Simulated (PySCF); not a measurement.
## `C=CC(C=C)/C=C/S[SiH3]`: 4 charge schemes on one density

Compound: C7H12SSi.
Structure used (PBE0-D3(BJ)/def2-SVP), in Å, numbered top down from 1:
```xyz
21
C7H12SSi angstrom
C     -1.5074   -1.9822    0.0863
C     -1.9413   -0.7371   -0.1097
C     -1.0911    0.4579   -0.4516
C     -1.3753    1.6549    0.4281
C     -1.9891    1.6241    1.6115
C      0.3863    0.1737   -0.4131
C      1.1875    0.2476   -1.4816
S      2.9220   -0.0333   -1.5965
Si     3.4600   -0.6151    0.4014
H     -0.4464   -2.2401    0.0178
H     -2.2051   -2.7930    0.3104
H     -3.0158   -0.5279   -0.0401
H     -1.3487    0.7534   -1.4872
H     -0.9880    2.6064    0.0455
H     -2.3711    0.6912    2.0369
H     -2.1261    2.5348    2.1999
H      0.7812   -0.0836    0.5771
H      0.7694    0.5122   -2.4598
H      2.7226   -1.8423    0.8262
H      4.9211   -0.8887    0.3062
H      3.1971    0.4748    1.3872
```

Density: PBE0/pcSseg-1 (PySCF); schemes: Mulliken, IAO, Hirshfeld and ESP-fitted. Isolated species at its PBE0-D3(BJ)/def2-SVP geometry (one conformer only).

Question: What partial charge does each atom carry?

Answer: In e:

| atom | environment | Mulliken | IAO | Hirshfeld | ESP-fitted |
| --- | --- | --- | --- | --- | --- |
| C1 | terminal =CH2 carbon | -0.146 | -0.316 | -0.104 | -0.485 |
| C2 | alkene CH carbon | -0.194 | -0.135 | -0.036 | -0.094 |
| C3 | allylic carbon | -0.197 | -0.115 | -0.022 | +0.097 |
| C4 | alkene CH carbon | -0.175 | -0.132 | -0.038 | -0.172 |
| C5 | terminal =CH2 carbon | -0.155 | -0.319 | -0.104 | -0.440 |
| C6 | alkene CH carbon | -0.159 | -0.164 | -0.050 | -0.230 |
| C7 | alkene CH carbon | -0.210 | -0.261 | -0.064 | -0.214 |
| S8 | sulfur bonded to C and Si | -0.182 | -0.091 | -0.063 | -0.204 |
| Si9 | SiH3 silicon | +0.404 | +0.507 | +0.290 | +0.310 |
| H10 | vinylic hydrogen | +0.133 | +0.145 | +0.037 | +0.208 |
| H11 | vinylic hydrogen | +0.122 | +0.150 | +0.047 | +0.191 |
| H12 | vinylic hydrogen | +0.114 | +0.143 | +0.044 | +0.136 |
| H13 | methine hydrogen | +0.142 | +0.150 | +0.048 | +0.073 |
| H14 | vinylic hydrogen | +0.109 | +0.144 | +0.043 | +0.150 |
| H15 | vinylic hydrogen | +0.126 | +0.146 | +0.040 | +0.193 |
| H16 | vinylic hydrogen | +0.124 | +0.151 | +0.047 | +0.187 |
| H17 | vinylic hydrogen | +0.147 | +0.137 | +0.036 | +0.217 |
| H18 | vinylic hydrogen | +0.151 | +0.162 | +0.050 | +0.232 |
| H19 | Si–H hydrogen | -0.057 | -0.109 | -0.069 | -0.067 |
| H20 | Si–H hydrogen | -0.052 | -0.089 | -0.064 | -0.027 |
| H21 | Si–H hydrogen | -0.048 | -0.107 | -0.068 | -0.062 |

Mean size of the charges over all atoms: ESP-fitted 0.190 e, IAO 0.175 e, Mulliken 0.150 e, Hirshfeld 0.065 e. Each set sums to the total charge, 0, to within 0.001 e. The Mulliken scheme counts on each atom the diagonal of the density matrix times the overlap matrix over that atom's basis functions.

Lowest charge. The schemes don't all agree: Mulliken C7 (-0.210); IAO C5 (-0.319); Hirshfeld C1 and C5 (-0.104); ESP-fitted C1 (-0.485).

Highest charge. All schemes agree: Mulliken Si9 (+0.404); IAO Si9 (+0.507); Hirshfeld Si9 (+0.290); ESP-fitted Si9 (+0.310).

Question: Sum the charges by element, for elements with more than one atom.

Answer: 
```json
{"element": "C", "atoms": "7", "Mulliken": "-1.235", "IAO": "-1.442", "Hirshfeld": "-0.419", "ESP-fitted": "-1.537"}
{"element": "H", "atoms": "12", "Mulliken": "+1.012", "IAO": "+1.026", "Hirshfeld": "+0.192", "ESP-fitted": "+1.432"}
```

Question: How closely do the schemes follow one another over all atoms?

Answer: Correlation coefficient and root-mean-square difference: Mulliken with IAO 0.94, 0.070 e; IAO with Hirshfeld 0.94, 0.123 e; IAO with ESP-fitted 0.91, 0.094 e; Mulliken with Hirshfeld 0.88, 0.099 e; Mulliken with ESP-fitted 0.82, 0.128 e; Hirshfeld with ESP-fitted 0.79, 0.162 e.

These values come from a run that also computed NMR shieldings. Hardware: Arm Neoverse N1, one thread, no GPU, on a shared host. Cost: 90 s wall, 1.1 GiB resident at most.
